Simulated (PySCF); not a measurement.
**H (hydrogen, neutral) across methods**

2p1, 2P determinant (an excited configuration). All numbers are calculated (PySCF 2.14, no relativity, point nucleus, in aug-cc-pV5Z (6s5p4d3f2g, 80 functions)).

| method | E (hartree) | mean ε 2p α (eV) | Σ⟨r²⟩ (bohr²) | ⟨S²⟩ |
| --- | --- | --- | --- | --- |
| PBEsol | -0.1226 | -0.966 | 15.94 | 0.750 |
| PW91 | -0.1271 | -1.093 | 15.82 | 0.750 |
| PBE | -0.1274 | -1.082 | 15.83 | 0.750 |
| PBE0 | -0.1241 | -1.611 | 15.85 | 0.750 |
| HSE06 | -0.1242 | -1.250 | 15.85 | 0.750 |
| r2SCAN | -0.1212 | -1.078 | 15.83 | 0.750 |
| UHF | -0.10826 | -2.946 | 15.82 | 0.750 |
| LDA | -0.1170 | -0.849 | 16.01 | 0.750 |
| LC-wPBE | -0.1177 | -3.238 | 15.71 | 0.750 |

For one electron the Hartree and exchange-correlation energies should cancel; what remains is the self-interaction error. The outer electron is Rydberg-like, and this basis confines it to a smaller radius and binds it less than a complete one would.
